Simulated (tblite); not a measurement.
A tight-binding relaxation on `CB(C)C1=C[SiH2]C1([SiH3])[SiH3]`.

Computed with GFN2-xTB geometry optimisation, gas phase (tblite 0.8.0). Start geometry: from a force field or distance geometry. The command runs a driver script over a list of jobs; the input below is this job's line of settings and its coordinates in Å.

Command:
```bash
OMP_NUM_THREADS=1 python probes_run.py task.json out
```

Input:
```
{"job": {"kind": "relax", "xc": "GFN2-xTB", "basis": "xTB"}, "charge": 0, "multiplicity": 1}
C      1.590400     1.572000    -0.901400
B      1.444300    -0.020800    -0.906000
C      2.808700    -0.797400    -0.556600
C      0.126400    -0.676700    -0.315000
C     -0.283200    -1.919300    -0.199700
Si    -1.886300    -1.722200     0.583800
C     -1.042400    -0.104900     0.305500
Si    -2.079700     0.945000    -0.878200
Si    -0.784100     0.728000     1.965400
H      1.692600     1.858800     0.179700
H      0.686600     2.056300    -1.348900
H      2.453300     1.872000    -1.514200
H      3.662300    -0.123600    -0.703500
H      2.854600    -1.724900    -1.162700
H      2.815900    -1.103200     0.508300
H      0.249800    -2.852300    -0.530600
H     -1.980700    -2.050600     2.011300
H     -3.079700    -1.984100    -0.211500
H     -1.664200     2.341800    -0.884000
H     -1.839500     0.346700    -2.199500
H     -3.472700     0.739800    -0.504500
H      0.323200     0.043100     2.644500
H     -0.598100     2.176700     1.872800
H     -2.009100     0.419900     2.752500
```

Output:
```
step      E/eV     max force
  0    -670.69412    6.183
  1    -671.24194    2.618
  2    -671.44785    1.299
  3    -671.59537    0.956
  4    -671.65571    0.513
  5    -671.68962    0.351
  6    -671.73158    0.427
  7    -671.76748    0.509
  8    -671.80257    0.373
  9    -671.83220    0.367
... (202 lines left out)
212    -672.00292    0.021
213    -672.00298    0.019
214    -672.00302    0.016
215    -672.00306    0.012
216    -672.00309    0.013
217    -672.00312    0.018
218    -672.00315    0.016
219    -672.00317    0.015
220    -672.00319    0.015
221    -672.00321    0.009
```

«max force» is the largest atomic force in eV/Å.

**Question.** From which step on does the largest force stay under 0.1 eV/Å, and how much energy is left to gain from there?

**Answer.** From step 22 (0.085 eV/Å), 51.4 meV above the end.

Summary of the converged run: energy lowered by 30.2 kcal/mol over 221 steps; largest atomic force 0.009 eV/Å at the end.

**Question.** Give the final coordinates.

**Answer.** 0.533 Å rms from the input after alignment:
```
atom  x, y, z in Å
C1     1.4082    1.3786   -1.3676
B2     1.4325    0.0060   -0.5909
C3     2.8240   -0.6523   -0.2309
C4     0.1250   -0.7149   -0.1885
C5    -0.1681   -2.0335   -0.2703
Si6   -1.8847   -1.8922    0.4636
C7    -1.1227   -0.0962    0.4310
Si8   -2.0571    1.1132   -0.6924
Si9   -0.7315    0.6648    2.1215
H10    1.1765    2.1726   -0.6571
H11    0.6337    1.4214   -2.1309
H12    2.3577    1.6359   -1.8323
H13    3.5325    0.0790    0.1542
H14    3.2741   -1.0548   -1.1395
H15    2.7573   -1.4681    0.4847
H16    0.4693   -2.8047   -0.6747
H17   -2.1192   -2.4959    1.7771
H18   -3.0377   -2.1252   -0.4082
H19   -1.4863    2.4643   -0.7001
H20   -2.0850    0.6055   -2.0696
H21   -3.4365    1.2172   -0.2015
H22   -0.0118   -0.3016    2.9591
H23    0.1172    1.8552    1.9810
H24   -1.9790    1.0456    2.7898
```

**Question.** Estimate the wall time. Hardware: one thread, Arm Neoverse V2 (aarch64), shared host with 32 logical CPUs at a one-minute load of 29.

**Answer.** About 2.4 s.
Labels such as C1 count atoms from 1, the log's own numbers from 0.
